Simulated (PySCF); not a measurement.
BeH3ISi, SMILES [Be]([I])[SiH3].

Geometry optimised at B3LYP-D3(BJ)/def2-TZVP. The def2 effective core potentials stand for the cores of I; spin–orbit coupling is left out.

Method: TDA-PBE0/def2-SVPD (PySCF).

Vertical excitations; the highest root listed may be one member of a degenerate set. The molecule is in vacuum. State labels are in the subgroup Cs.

Question: List the lowest excited states. (An estimate is asked for; the answer gives what the named calculation found.)

Answer: 
```csv
state,symmetry,energy (eV),λ (nm),f,main pairs
S1,A",5.25,236,0.000,"HOMO−1→LUMO 50 %, HOMO→LUMO+1 50 %"
S2,A",5.29,234,0.000,"HOMO→LUMO+1, HOMO−1→LUMO (degenerate set)"
S3,A',5.29,234,0.000,"HOMO→LUMO, HOMO−1→LUMO+1 (degenerate set)"
S4,A',5.51,225,0.031,HOMO−2→LUMO+1 (degenerate set)
S5,A",5.51,225,0.031,HOMO−2→LUMO (degenerate set)
S6,A',6.22,199,0.250,"HOMO−1→LUMO+1 42 %, HOMO→LUMO 42 %, HOMO−2→LUMO+2 7 %"
S7,A",6.77,183,0.075,HOMO→LUMO+2 (degenerate set)
S8,A',6.77,183,0.075,HOMO−1→LUMO+2 (degenerate set)
S9,A",6.90,180,0.000,"HOMO−4→LUMO 50 %, HOMO−3→LUMO+1 50 %"
S10,A',7.08,175,0.008,"HOMO−3→LUMO 48 %, HOMO−4→LUMO+1 48 %"
T1,A',4.33,286,0,HOMO−2→LUMO+1 (degenerate set)
T2,A",4.33,286,0,HOMO−2→LUMO (degenerate set)
T3,A',4.81,258,0,"HOMO→LUMO 49 %, HOMO−1→LUMO+1 49 %"
T4,A',5.01,248,0,"HOMO−1→LUMO+1 49 %, HOMO→LUMO 49 %"
```
Triplets are in the Tamm–Dancoff approximation.
